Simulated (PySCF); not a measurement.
## Löwdin shares of the frontier orbitals

Compound: W(CH)(OMe)3, C₄H₁₀O₃W (singlet state).
Structure used (PBE0-D3(BJ)/def2-SVP), in Å, numbered top down from 1:
```xyz
18
C4H10O3W angstrom
W     -0.015    0.026   -0.361
C      0.032   -0.033    1.388
H      0.062   -0.069    2.481
O      1.585   -0.801   -0.917
C      2.683   -1.427   -0.323
H      2.654   -1.325    0.775
H      3.618   -0.977   -0.699
H      2.691   -2.499   -0.581
O     -0.108    1.861   -0.780
C     -0.127    3.078   -0.096
H     -0.147    2.921    0.996
H     -1.017    3.659   -0.390
H      0.768    3.669   -0.354
O     -1.564   -0.935   -0.835
C     -2.581   -1.637   -0.185
H     -2.506   -1.524    0.910
H     -2.520   -2.709   -0.436
H     -3.564   -1.262   -0.515
```

Method: TDDFT wB97X-D/def2-SVPD, vertical, gas phase, core orbitals frozen in the response, def2 core potentials past Kr (PySCF 2.14.0, density-fitted response routines). Spin–orbit coupling is left out.

Frontier orbitals with the atoms that hold most of them (Löwdin shares over 4%, at most four atoms):

```
orbital  ε (eV)                            atoms
 HOMO-3  -10.18  O9 21%, O14 21%, O4 18%, C10 6%
 HOMO-2  -10.00  O9 23%, O14 21%, O4 21%, C10 6%
 HOMO-1   -8.62    C2 42%, W1 36%, O14 6%, O4 6%
   HOMO   -8.62     C2 42%, W1 36%, O9 8%, H3 4%
   LUMO    1.47    W1 54%, O4 12%, C2 9%, O14 8%
 LUMO+1    1.48   W1 54%, O9 11%, C2 10%, O14 9%
 LUMO+2    1.77    W1 39%, C2 10%, C15 6%, C5 6%
```

(1) The HOMO–LUMO gap is 10.09 eV. Where does the response calculation put the lowest singlet, and from which orbitals?

Results:

(1) S1 is at 4.49 eV (f = 0.0000), 5.59 eV below the gap, made of HOMO-1/HOMO→LUMO/LUMO+1 (≥80%). 

For S1 the Löwdin share of tungsten is 36% in HOMO and 54% in LUMO+1.

Next come S2 at 4.80 eV (f 0.0022), HOMO-1/HOMO→LUMO/LUMO+1 (≥89%); S3 at 4.80 eV (f 0.0025), HOMO-1/HOMO→LUMO/LUMO+1 (≥89%); S4 at 5.02 eV (f 0.012), HOMO-1/HOMO→LUMO/LUMO+1 (≥62%), HOMO-1/HOMO→LUMO+4 (≥13%); S5 at 5.55 eV (f 0.039), HOMO-1/HOMO→LUMO+2 (≥58%), HOMO-1/HOMO→LUMO+3 (≥15%), HOMO-1/HOMO→LUMO+8 (≥10%).

Orbitals of the list HOMO-3 to LUMO+2 that lie within 0.01 eV of each other are written together with a slash and their weights summed (≥ marks a lower bound); for degenerate orbitals outside that list single weights are arbitrary.

Time: 4.2 min wall (with the writing of density and orbital grids); peak memory 1.4 GiB. Hardware: an Intel Xeon at 2.50 GHz with one thread, on a shared host.
